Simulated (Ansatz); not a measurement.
Stepwise reaction of `BOCC` with water, as a gas-phase model of exchange steps in deposition or etching. ΔE in kJ/mol.

Gas-phase electronic energies from Ansatz, PBE0-D4/def2-TZVP geometries. CCSD(T)/CBS adds triple-zeta CCSD(T) − MP2 to the extrapolated MP2 energy (def2 sets, frozen cores). This one scheme is used for every species. DFT in def2-TZVPP. B3LYP here is the variant with VWN-RPA as its local correlation; programs differ in this. One conformer a species, not always the lowest.

| step | reaction | PBE-D4 | B3LYP-D4 | ωB97M-V | CCSD(T)/CBS |
| --- | --- | --- | --- | --- | --- |
| 1 | `BOCC` + H₂O → `CCOBO` + H₂ | -116.7 | -117.4 | -117.9 | -111.7 |

(1) Give the row of step 2, `CCOBO` + H₂O → `CCOB(O)O` + H₂. (Estimate.)

(2) By hand: ΔE of the 2 steps together at CCSD(T)/CBS.

## Answers

(1) Computed: 
```csv
step,reaction,PBE-D4,B3LYP-D4,ωB97M-V,CCSD(T)/CBS
2,`CCOBO` + H₂O → `CCOB(O)O` + H₂,-96.3,-101.0,-102.2,-97.7
```

(2) (-111.7) + (-97.7) = -209.4 kJ/mol, or -104.7 kJ/mol a step.

In ΔE each step is higher than the one before. All are downhill at CCSD(T)/CBS. PBE-D4 differs from CCSD(T)/CBS by -5.0 to 1.4 kJ/mol a step. Isolated molecules leave out the surface, adducts and barriers. Largest T1 diagnostic: 0.013.
